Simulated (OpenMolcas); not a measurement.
O III: effect of correlating more closed shells

* Program: OpenMolcas 26.06
* Basis: ANO-RCC-VQZP [5s4p3d2f1g]
* Scalar Hamiltonian: DKH2, point nucleus
* Active space: 4 electrons in 4 orbitals (2s 2p)
* State averaging: 2S+1 = 3 even, 6 roots; 2S+1 = 1 even, 11 roots; 2S+1 = 5 odd, 1 root; 2S+1 = 3 odd, 9 roots; 2S+1 = 1 odd, 8 roots
* Spin-orbit coupling: state interaction with AMFI integrals over the reference wave functions, term energies averaged over their components

Methods on the same reference wave functions:
A. CASSCF
B. MS-CASPT2, IPEA 0.25 Eh, imaginary shift 0.1 Eh (closed shells correlated: none)
C. MS-CASPT2, IPEA 0.25 Eh, imaginary shift 0.1 Eh (closed shells correlated: 1s)

Energies in eV above 2s² 2p² ³P₀, the measured ground level; measured values from Moore, Selected Tables of Atomic Spectra, NSRDS-NBS 3, section 11.

```json
{"Level": "2s² 2p² ³P₀", "A": "0.0000", "B": "0.0000", "C": "0.0000", "Measured": "0.0000"}
{"Level": "2s² 2p² ³P₁", "A": "0.0129", "B": "0.0129", "C": "0.0129", "Measured": "0.0140"}
{"Level": "2s² 2p² ³P₂", "A": "0.0379", "B": "0.0381", "C": "0.0381", "Measured": ""}
{"Level": "2s² 2p² ¹D₂", "A": "2.8114", "B": "2.503", "C": "2.508", "Measured": "2.5136"}
{"Level": "2s² 2p² ¹S₀", "A": "5.0284", "B": "5.241", "C": "5.262", "Measured": "5.3543"}
{"Level": "2s 2p³ ⁵S°₂", "A": "6.0170", "B": "7.211", "C": "7.192", "Measured": "7.4793"}
{"Level": "2s 2p³ ³D°₂", "A": "15.2587", "B": "14.682", "C": "14.639", "Measured": ""}
{"Level": "2s 2p³ ³D°₁", "A": "15.2587", "B": "14.682", "C": "14.639", "Measured": ""}
{"Level": "2s 2p³ ³D°₃", "A": "15.2589", "B": "14.682", "C": "14.639", "Measured": ""}
{"Level": "2s 2p³ ³P°₀", "A": "18.0182", "B": "17.588", "C": "17.552", "Measured": ""}
{"Level": "2s 2p³ ³P°₁", "A": "18.0183", "B": "17.589", "C": "17.552", "Measured": ""}
{"Level": "2s 2p³ ³P°₂", "A": "18.0184", "B": "17.589", "C": "17.552", "Measured": ""}
{"Level": "2s 2p³ ¹D°₂", "A": "25.1038", "B": "23.412", "C": "23.310", "Measured": "23.1917"}
{"Level": "2s 2p³ ³S°₁", "A": "26.0132", "B": "24.763", "C": "24.608", "Measured": "24.4358"}
{"Level": "2s 2p³ ¹P°₁", "A": "27.8282", "B": "26.270", "C": "26.174", "Measured": "26.0939"}
```

Deviations, from unrounded energies. A percentage is the sum of absolute deviations over the sum of measured energies, with the sign that they share, or ± where signs differ.

| Against measurement | Levels | A | B | C |
| --- | --- | --- | --- | --- |
| mean absolute deviation (cm-1) | 7 | 8400 | 1300 | 870 |
| fine structure of the ground term (%) | 1 | -8.4 | -8.1 | -8.1 |
| other terms of the ground configuration (%) | 2 | ±7.9 | -1.6 | -1.2 |
| other configurations (%) | 4 | ±8.2 | ±1.2 | ±0.8 |

C lies closest to measurement on these levels and A furthest from it. The largest miss of C in the table is 2s 2p³ ⁵S°₂, by -2300 cm-1. The ranking rests on the paired levels alone, and a cruder setting can come out closer through cancelling errors.

Between B and C the level of the table that moves most is 2s 2p³ ³S°₁, by 1200 cm-1 (lowest in C, highest in B). Moves below CASPT2's spread within the term are not significant.

The mean deviations of B to C differ by less than CASPT2's widest spread within a term (510 cm-1), so their order carries little weight.

From A to B the spin-free energies of the other terms of 2s² 2p² shown, above ³P, scale by factors of 0.89 to 1.04.

The lowest spin-free term lies below A's lowest term by 0.076 hartree in B, 0.088 hartree in C.

What an inner shell adds also hangs on whether the basis holds functions to correlate it.

CASPT2 breaks the degeneracy within a term, and the mean is taken; among the terms shown or strongly mixed into the levels shown the widest spread is 510 cm-1 (2s 2p³ ³D°, C). Measured partners are found by configuration, term and J. A level has none where our copy of the source lacks it or the pairing is in doubt (some pairs that miss far off the trend of their configuration count as doubtful), and it then counts in no deviation. Levels of configurations outside the active space are missing. Levels that lie high or do not pair safely by name in every column are left out.

° marks odd parity.
